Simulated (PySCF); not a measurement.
**Electron correlation in Tc⁺ (technetium, charge +1)**

[Kr] 4d6, high-spin 5D determinant (an excited configuration). Computed with PySCF 2.14 in x2c-TZVPPall, with scalar relativity by spin-free X2C-1e. Frozen: [Kr]; 6 electrons correlated.

```tsv
level	correlation energy (mhartree)
CCSD	-113.20
(T)	-3.34
CCSD(T)	-116.54
```

Diagnostics: T1 = 0.0033, D1 = 0.0067, largest double amplitude 0.040.

Cost of the coupled-cluster step: roughly 8 core-seconds, for 6 correlated electrons.

Iterations:

```
CC2 = 0
CCSD nocc = (np.int64(5), np.int64(1)), nmo = (61, 61)
frozen orbitals [[0, 1, 2, 3, 4, 5, 6, 7, 8, 9, 10, 11, 12, 13, 14, 15, 16, 17], [0, 1, 2, 3, 4, 5, 6, 7, 8, 9, 10, 11, 12, 13, 14, 15, 16, 17]]
max_cycle = 100
direct = 0
conv_tol = 1e-08
conv_tol_normt = 1e-06
diis_space = 8
diis_start_cycle = 0
Init t2, MP2 energy = -0.106502675251592
Init E_corr(UCCSD) = -0.106502675253242
cycle = 1  E_corr(UCCSD) = -0.111759873019598  dE = -0.00525719777  norm(t1,t2) = 0.0209765
cycle = 2  E_corr(UCCSD) = -0.112415914329032  dE = -0.000656041309  norm(t1,t2) = 0.0114538
cycle = 3  E_corr(UCCSD) = -0.113055909977842  dE = -0.000639995649  norm(t1,t2) = 0.00826998
cycle = 4  E_corr(UCCSD) = -0.113130328500825  dE = -7.4418523e-05  norm(t1,t2) = 0.00376039
cycle = 5  E_corr(UCCSD) = -0.113175033419841  dE = -4.4704919e-05  norm(t1,t2) = 0.00163278
cycle = 6  E_corr(UCCSD) = -0.113202404102502  dE = -2.73706827e-05  norm(t1,t2) = 0.000854074
cycle = 7  E_corr(UCCSD) = -0.113196847801445  dE = 5.55630106e-06  norm(t1,t2) = 0.000321721
cycle = 8  E_corr(UCCSD) = -0.113198392998226  dE = -1.54519678e-06  norm(t1,t2) = 0.000149756
cycle = 9  E_corr(UCCSD) = -0.113199764340469  dE = -1.37134224e-06  norm(t1,t2) = 8.26945e-05
cycle = 10  E_corr(UCCSD) = -0.113199781991223  dE = -1.76507538e-08  norm(t1,t2) = 4.82115e-05
cycle = 11  E_corr(UCCSD) = -0.113199496363684  dE = 2.85627539e-07  norm(t1,t2) = 2.82201e-05
cycle = 12  E_corr(UCCSD) = -0.113199606511096  dE = -1.10147413e-07  norm(t1,t2) = 1.28614e-05
cycle = 13  E_corr(UCCSD) = -0.113199646899448  dE = -4.03883518e-08  norm(t1,t2) = 6.91785e-06
cycle = 14  E_corr(UCCSD) = -0.113199605588358  dE = 4.13110906e-08  norm(t1,t2) = 2.69476e-06
cycle = 15  E_corr(UCCSD) = -0.113199575513503  dE = 3.00748543e-08  norm(t1,t2) = 1.32966e-06
cycle = 16  E_corr(UCCSD) = -0.113199549079887  dE = 2.64336161e-08  norm(t1,t2) = 8.54136e-07
cycle = 17  E_corr(UCCSD) = -0.113199536348099  dE = 1.27317882e-08  norm(t1,t2) = 4.46217e-07
cycle = 18  E_corr(UCCSD) = -0.113199531418384  dE = 4.92971511e-09  norm(t1,t2) = 2.23403e-07
UCCSD converged
E(UCCSD) = -4282.903176836276  E_corr = -0.1131995314183838
UCCSD(T) correction = -0.00333759508190309
```
